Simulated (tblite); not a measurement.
C8H7N.
SMILES: `NC1=CC=C2C=CC=C12`

Computed geometry: GFN2-xTB, gas phase.

Masses are those of the commonest isotopes; rigid-rotor values at the optimised geometry. 

Q: What are A, B and C (MHz)?

A: Ia = 151.50, Ib = 299.15, Ic = 450.64 u·Å²; 505379 MHz·u·Å²/I gives A = 3336, B = 1689, C = 1121 MHz.

Q: What kind of rotor is it?

A: An asymmetric top: κ = (2 × 1689 − 3336 − 1121)/(3336 − 1121) = -0.49.

Q: What does the inertial defect say?

A: Planar: Δ = Ic − Ia − Ib = 0.00 u·Å². For a rigid frame Δ = −2 Σ m c², so it vanishes when all atoms lie in the ab plane; here none is more than 0.01 Å from it.

Q: Give the coordinates in the principal-axis frame, origin at the centre of mass.

A: The sense of each axis is arbitrary; atoms in the order of the calculation.
```json
{"atom": "N1", "mass (u)": "14.003", "a (Å)": "-2.268", "b (Å)": "-1.275", "c (Å)": "-0.001"}
{"atom": "C2", "mass (u)": "12.000", "a (Å)": "-1.312", "b (Å)": "-0.333", "c (Å)": "0.000"}
{"atom": "C3", "mass (u)": "12.000", "a (Å)": "-1.611", "b (Å)": "1.112", "c (Å)": "0.000"}
{"atom": "C4", "mass (u)": "12.000", "a (Å)": "-0.455", "b (Å)": "1.805", "c (Å)": "0.000"}
{"atom": "C5", "mass (u)": "12.000", "a (Å)": "0.634", "b (Å)": "0.843", "c (Å)": "0.000"}
{"atom": "C6", "mass (u)": "12.000", "a (Å)": "1.995", "b (Å)": "0.716", "c (Å)": "-0.001"}
{"atom": "C7", "mass (u)": "12.000", "a (Å)": "2.297", "b (Å)": "-0.693", "c (Å)": "0.000"}
{"atom": "C8", "mass (u)": "12.000", "a (Å)": "1.140", "b (Å)": "-1.413", "c (Å)": "0.000"}
{"atom": "C9", "mass (u)": "12.000", "a (Å)": "0.057", "b (Å)": "-0.468", "c (Å)": "0.001"}
{"atom": "H10", "mass (u)": "1.008", "a (Å)": "-3.239", "b (Å)": "-1.019", "c (Å)": "-0.001"}
{"atom": "H11", "mass (u)": "1.008", "a (Å)": "-2.021", "b (Å)": "-2.249", "c (Å)": "-0.001"}
{"atom": "H12", "mass (u)": "1.008", "a (Å)": "-2.613", "b (Å)": "1.503", "c (Å)": "0.000"}
{"atom": "H13", "mass (u)": "1.008", "a (Å)": "-0.347", "b (Å)": "2.875", "c (Å)": "-0.001"}
{"atom": "H14", "mass (u)": "1.008", "a (Å)": "2.734", "b (Å)": "1.498", "c (Å)": "-0.002"}
{"atom": "H15", "mass (u)": "1.008", "a (Å)": "3.295", "b (Å)": "-1.093", "c (Å)": "0.000"}
{"atom": "H16", "mass (u)": "1.008", "a (Å)": "1.049", "b (Å)": "-2.485", "c (Å)": "0.000"}
```

Q: List the rotational levels J(Ka,Kc) to J = 5 (cm⁻¹).

A: Above 0(0,0):
J = 1: 1(0,1) 0.0938, 1(1,1) 0.1487, 1(1,0) 0.1676
J = 2: 2(0,2) 0.2772, 2(1,2) 0.3173, 2(1,1) 0.3741, 2(2,1) 0.5389, 2(2,0) 0.5430
J = 3: 3(0,3) 0.5431, 3(1,3) 0.5678, 3(1,2) 0.6809, 3(2,2) 0.8201, 3(2,1) 0.8396, 3(3,1) 1.1444, 3(3,0) 1.1450
J = 4: 4(0,4) 0.8851, 4(1,4) 0.8981, 4(1,3) 1.0837, 4(2,3) 1.1919, 4(2,2) 1.2444, 4(3,2) 1.5263, 4(3,1) 1.5302, 4(4,1) 1.9711, 4(4,0) 1.9712
J = 5: 5(0,5) 1.3003, 5(1,5) 1.3065, 5(1,4) 1.5759, 5(2,4) 1.6516, 5(2,3) 1.7572, 5(3,3) 2.0043, 5(3,2) 2.0190, 5(4,2) 2.4490, 5(4,1) 2.4496, 5(5,1) 3.0202, 5(5,0) 3.0202

Its GFN2-xTB frequencies are all real (lowest 126 cm⁻¹). These are rigid-rotor constants of the computed structure; measured ground-state constants (B0) also hold zero-point vibration.

Time: 0.36 s. Hardware: an Arm Neoverse V1 with one thread, shared host. These figures are those of the optimisation.

Shape of the structure used: `[NH2:1][C:2]1=[CH:3][CH:4]=[C:5]2[CH:6]=[CH:7][CH:8]=[C:9]12`: H–N1–C2–C3 0°, H–N1–C2–C3 180°.
